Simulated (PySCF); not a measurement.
PySCF input file for C3H6FNSi, SMILES F[C@H]1C[SiH2]C=N1, TDDFT-ωB97X/def2-SVPD. Geometry: PBE-D3(BJ)/def2-SVP. The structure was generated by enumeration; whether it is a known compound was not checked. The values are those of a single conformer.

```python
import numpy as np
from pyscf import gto, scf, dft, tdscf

mol = gto.M(
    atom='''
    F    -1.72559682   -1.53027625   -0.00096651
    C    -0.77127736   -0.64837043   -0.47327245
    C    -0.92759680    0.73047357    0.19819106
    Si    0.85071655    1.39363444    0.23492861
    C     1.47695278   -0.40689891    0.03482334
    N     0.54702272   -1.24093968   -0.27480215
    H    -0.91457964   -0.56964662   -1.57809688
    H    -1.68641840    1.36154444   -0.30101569
    H    -1.25952520    0.55588330    1.24353585
    H     1.20461650    2.26673161   -0.93994974
    H     1.27332652    2.08566167    1.50055320
    H     2.50528902   -0.80321788    0.15983482
    ''',
    basis='def2-SVPD',
    charge=0,
    spin=0,
    max_memory=1600,
    verbose=4,
)
mf = dft.RKS(mol, xc='wb97x').density_fit(auxbasis='def2-universal-jkfit')
mf.grids.level = 3
mf.conv_tol = 1e-9
mf.max_cycle = 100
mf.kernel()
mf.grids = dft.Grids(mol).set(level=1).build(with_non0tab=True)  # coarser grid for the response kernel
td = tdscf.TDDFT(mf)
td.singlet = True
td.nstates = 10
td.conv_tol = 1e-4
td.positive_eig_threshold = 1e-6
td.kernel(x0=td.get_init_guess(mf, 15))
td.analyze()
tt = tdscf.TDA(mf)
tt.singlet = False
tt.nstates = 4
tt.conv_tol = 1e-4
tt.positive_eig_threshold = 1e-6
tt.kernel(x0=tt.get_init_guess(mf, 9))
tt.analyze(verbose=3)
```

Log of the run:

```
PySCF version 2.14.0

[INPUT] verbose = 4
[INPUT] num. atoms = 12
[INPUT] num. electrons = 54
[INPUT] charge = 0
[INPUT] spin (= nelec alpha-beta = 2S) = 0
[INPUT] symmetry False subgroup None
[INPUT] Mole.unit = angstrom
[INPUT] Symbol           X                Y                Z      unit          X                Y                Z       unit  Magmom
[INPUT]  1 F     -1.725596820000  -1.530276250000  -0.000966510000 AA   -3.260905391220  -2.891803007426  -0.001826439197 Bohr   0.0
[INPUT]  2 C     -0.771277360000  -0.648370430000  -0.473272450000 AA   -1.457502976478  -1.225242539966  -0.894355312802 Bohr   0.0
[INPUT]  3 C     -0.927596800000   0.730473570000   0.198191060000 AA   -1.752903906023   1.380394988533   0.374526823737 Bohr   0.0
[INPUT]  4 Si     0.850716550000   1.393634440000   0.234928610000 AA    1.607621289135   2.633587409362   0.443950731725 Bohr   0.0
[INPUT]  5 C      1.476952780000  -0.406898910000   0.034823340000 AA    2.791036253115  -0.768927500284   0.065806575343 Bohr   0.0
[INPUT]  6 N      0.547022720000  -1.240939680000  -0.274802150000 AA    1.033723124715  -2.345036132305  -0.519300801942 Bohr   0.0
[INPUT]  7 H     -0.914579640000  -0.569646620000  -1.578096880000 AA   -1.728305038703  -1.076476099584  -2.982170901231 Bohr   0.0
[INPUT]  8 H     -1.686418400000   1.361544440000  -0.301015690000 AA   -3.186868907427   2.572946098024  -0.568837213297 Bohr   0.0
[INPUT]  9 H     -1.259525200000   0.555883300000   1.243535850000 AA   -2.380157674988   1.050467194219   2.349942182578 Bohr   0.0
[INPUT] 10 H      1.204616500000   2.266731610000  -0.939949740000 AA    2.276395270132   4.283501940794  -1.776247579456 Bohr   0.0
[INPUT] 11 H      1.273326520000   2.085661670000   1.500553200000 AA    2.406238389946   3.941329344803   2.835634583340 Bohr   0.0
[INPUT] 12 H      2.505289020000  -0.803217880000   0.159834820000 AA    4.734310110680  -1.517861811554   0.302044034969 Bohr   0.0

nuclear repulsion = 290.580983970624
number of shells = 75
number of NR pGTOs = 255
number of NR cGTOs = 175
basis = def2-SVPD
ecp = {}


[settings echo left out]
init E= -562.263970694766
  HOMO = -0.26919127759626  LUMO = -0.0623729578452727  gap/eV = 5.62781
cycle= 1 E= -561.562943117055  delta_E= 0.701  |g|= 0.591  |ddm|= 4.44
  HOMO = -0.348106279901624  LUMO = 0.0173773531426331  gap/eV = 9.94532
cycle= 2 E= -561.576368035936  delta_E= -0.0134  |g|= 0.631  |ddm|= 1.43
  HOMO = -0.366707325020291  LUMO = 0.0269843152773008  gap/eV = 10.71290
cycle= 3 E= -561.642964572317  delta_E= -0.0666  |g|= 0.0551  |ddm|= 0.687
  HOMO = -0.362231790497868  LUMO = 0.0335679498508323  gap/eV = 10.77026
cycle= 4 E= -561.643750434643  delta_E= -0.000786  |g|= 0.026  |ddm|= 0.126
  HOMO = -0.364749996869255  LUMO = 0.0335575233736227  gap/eV = 10.83850
cycle= 5 E= -561.643934284325  delta_E= -0.000184  |g|= 0.00715  |ddm|= 0.0585
  HOMO = -0.364185070429135  LUMO = 0.0336953146406742  gap/eV = 10.82688
cycle= 6 E= -561.643951199884  delta_E= -1.69e-05  |g|= 0.00377  |ddm|= 0.0212
  HOMO = -0.364486158512062  LUMO = 0.0336620042319158  gap/eV = 10.83416
cycle= 7 E= -561.643954677759  delta_E= -3.48e-06  |g|= 0.000765  |ddm|= 0.00671
  HOMO = -0.364440578924449  LUMO = 0.0337421780556877  gap/eV = 10.83510
cycle= 8 E= -561.643955149335  delta_E= -4.72e-07  |g|= 0.000306  |ddm|= 0.00432
  HOMO = -0.364513531501207  LUMO = 0.0336966903598848  gap/eV = 10.83585
cycle= 9 E= -561.643955190689  delta_E= -4.14e-08  |g|= 9.21e-05  |ddm|= 0.000941
  HOMO = -0.364504842548357  LUMO = 0.0337133719582789  gap/eV = 10.83607
cycle= 10 E= -561.643955195027  delta_E= -4.34e-09  |g|= 2.72e-05  |ddm|= 0.000278
  HOMO = -0.364508541354596  LUMO = 0.0337097977745433  gap/eV = 10.83607
cycle= 11 E= -561.643955195566  delta_E= -5.4e-10  |g|= 1.17e-05  |ddm|= 0.000124
  HOMO = -0.36450842579023  LUMO = 0.0337103294528998  gap/eV = 10.83608
Extra cycle  E= -561.643955195661  delta_E= -9.5e-11  |g|= 8.37e-06  |ddm|= 4.57e-05
converged SCF energy = -561.643955195661
tot grids = 47208
Overwritten attributes  positive_eig_threshold  of <class 'pyscf.tdscf.rks.TDDFT'>


******** <class 'pyscf.tdscf.rks.TDDFT'> for <class 'pyscf.df.df_jk.DFRKS'> ********
nstates = 10 singlet
deg_eia_thresh = 1.000e-03
wfnsym = None
conv_tol = 0.0001
eigh lindep = 1e-12
eigh level_shift = 0
eigh max_cycle = 100


Excitation energies (eV)
[4.38088963 7.11088297 7.32876326 7.48295928 7.52223458 8.23984588
 8.32552439 8.39784118 8.49413622 8.6629803 ]

** Singlet excitation energies and oscillator strengths **
Excited State   1:      4.38089 eV    283.01 nm  f=0.0001
      27 -> 28        0.69448
Excited State   2:      7.11088 eV    174.36 nm  f=0.0893
      26 -> 28       -0.66110
      27 -> 29       -0.14684
Excited State   3:      7.32876 eV    169.17 nm  f=0.0008
      22 -> 28        0.15259
      24 -> 28        0.18374
      25 -> 28        0.59934
      26 -> 28       -0.12547
      27 -> 29        0.20376
Excited State   4:      7.48296 eV    165.69 nm  f=0.0947
      24 -> 28       -0.15497
      25 -> 28       -0.16393
      27 -> 29        0.61001
      27 -> 30        0.15209
Excited State   5:      7.52223 eV    164.82 nm  f=0.0200
      27 -> 30        0.60068
      27 -> 31        0.27257
Excited State   6:      8.23985 eV    150.47 nm  f=0.0714
      21 -> 28       -0.11335
      22 -> 28       -0.34324
      23 -> 28       -0.11179
      24 -> 28       -0.34405
      24 -> 29        0.12774
      25 -> 28        0.27102
      25 -> 29       -0.14933
      26 -> 29       -0.18635
      27 -> 32       -0.16902
Excited State   7:      8.32552 eV    148.92 nm  f=0.0076
      19 -> 28        0.16335
      22 -> 28       -0.20053
      23 -> 28        0.43004
      24 -> 28        0.21473
      24 -> 29        0.16122
      26 -> 29       -0.34522
Excited State   8:      8.39784 eV    147.64 nm  f=0.0021
      22 -> 28        0.34195
      23 -> 28       -0.24070
      24 -> 28        0.10517
      24 -> 29        0.17574
      25 -> 28       -0.10507
      26 -> 29       -0.36233
      27 -> 32       -0.22928
      27 -> 35        0.11469
Excited State   9:      8.49414 eV    145.96 nm  f=0.0045
      22 -> 28       -0.12536
      23 -> 28        0.12453
      24 -> 28        0.12071
      24 -> 29       -0.14668
      25 -> 29        0.14866
      26 -> 29        0.18943
      27 -> 30        0.12458
      27 -> 31       -0.17606
      27 -> 32       -0.43488
      27 -> 34        0.17272
      27 -> 35        0.22820
Excited State  10:      8.66298 eV    143.12 nm  f=0.1157
      23 -> 28       -0.11856
      25 -> 29        0.54917
      25 -> 30        0.14142
      25 -> 31        0.16977
      26 -> 29       -0.13369
      27 -> 31        0.16948

** Transition electric dipole moments (AU) **
state          X           Y           Z        Dip. S.      Osc.
  1         0.0227     -0.0112      0.0022      0.0006      0.0001
  2        -0.5809     -0.3544     -0.2228      0.5128      0.0893
  3        -0.0243     -0.0579     -0.0184      0.0043      0.0008
  4        -0.0401     -0.7044     -0.1373      0.5167      0.0947
  5         0.1356      0.2861      0.0915      0.1086      0.0200
  6         0.2310      0.5481      0.0033      0.3538      0.0714
  7         0.0062     -0.1920      0.0215      0.0374      0.0076
  8         0.0842      0.0240      0.0486      0.0100      0.0021
  9         0.0952      0.1097     -0.0180      0.0214      0.0045
 10         0.6452      0.3473      0.0899      0.5450      0.1157

** Transition velocity dipole moments (imaginary part, AU) **
state          X           Y           Z        Dip. S.      Osc.
  1         0.0033     -0.0025      0.0043      0.0000      0.0001
  2        -0.1484     -0.0904     -0.0577      0.0335      0.0855
  3        -0.0066     -0.0169     -0.0046      0.0004      0.0009
  4        -0.0089     -0.1991     -0.0385      0.0412      0.0999
  5         0.0385      0.0826      0.0268      0.0090      0.0218
  6         0.0685      0.1678     -0.0026      0.0328      0.0723
  7         0.0043     -0.0584      0.0074      0.0035      0.0076
  8         0.0263      0.0067      0.0156      0.0010      0.0021
  9         0.0281      0.0353     -0.0074      0.0021      0.0045
 10         0.2106      0.1149      0.0302      0.0585      0.1224

** Transition magnetic dipole moments (imaginary part, AU) **
state          X           Y           Z
  1         1.2053      0.3205      0.1999
  2        -0.2371     -0.1566      1.1744
  3        -0.0529      0.0185      0.2509
  4        -0.0913     -0.1173      1.3296
  5         0.2030      0.1494     -0.4385
  6        -0.3137     -0.2787     -0.6805
  7        -0.1126     -1.3529      0.8122
  8        -0.4032     -0.4540      0.2952
  9         0.1448     -0.0512      0.3264
 10         0.0591     -0.0182      1.2827
Overwritten attributes  positive_eig_threshold  of <class 'pyscf.tdscf.rks.TDA'>


******** <class 'pyscf.tdscf.rks.TDA'> for <class 'pyscf.df.df_jk.DFRKS'> ********
nstates = 4 triplet
deg_eia_thresh = 1.000e-03
wfnsym = None
conv_tol = 0.0001
eigh lindep = 1e-12
eigh level_shift = 0
eigh max_cycle = 100


Excitation energies (eV)
[3.61185803 4.64219954 7.00502779 7.03741412]

** Triplet excitation energies and oscillator strengths **
Excited State   1:      3.61186 eV    343.27 nm  f=0.0000
Excited State   2:      4.64220 eV    267.08 nm  f=0.0000
Excited State   3:      7.00503 eV    176.99 nm  f=0.0000
Excited State   4:      7.03741 eV    176.18 nm  f=0.0000
```

Self-consistency was reached.

Cost: very roughly 16 core-minutes.
